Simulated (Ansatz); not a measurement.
```yaml
crystal:
  periodic: [true, true, true]
  atoms:
    - {symbol: O, position_ang: [-1.593503, -0.442812, -0.504030]}
    - {symbol: Sn, position_ang: [0.002911, 0.630957, -0.111154]}
    - {symbol: S, position_ang: [1.813557, -0.855307, 0.402763]}
    - {symbol: H, position_ang: [-1.410838, -1.173135, -1.100353]}
    - {symbol: H, position_ang: [0.488540, 1.494999, -1.497482]}
    - {symbol: H, position_ang: [-0.481098, 1.561423, 1.224069]}
    - {symbol: H, position_ang: [1.241531, -1.284124, 1.540386]}
basis:
  gaussian: {orbitals: def2-SVP}
hamiltonian: {xc: {name: r2SCAN50}}
accuracy: high
output: {forces: true}
```

```sh
$ ansatz run in.yaml --threads 2 --pin off --events-out ev --progress --plain --max-ram 4352MiB
```

It prints (some lines left out):

```
Error: YAML parse error: error: line 2 column 3: crystal: missing field `lattice` (a structure is typed as `lattice` and `atoms`, a molecule's as `atoms` in Å alone, or read from a run's directory, `checkpoint`)
 --> <input>:2:3
1 | crystal:
2 |   periodic: [true, true, true]
3 |   atoms:
4 |     - {symbol: O, position_ang: [-1.593503, -0.442812, -0.504030]}
```

(1) Something in this input is off. What?

Answers

(1) The molecule is marked periodic without a cell. The program refused the input.
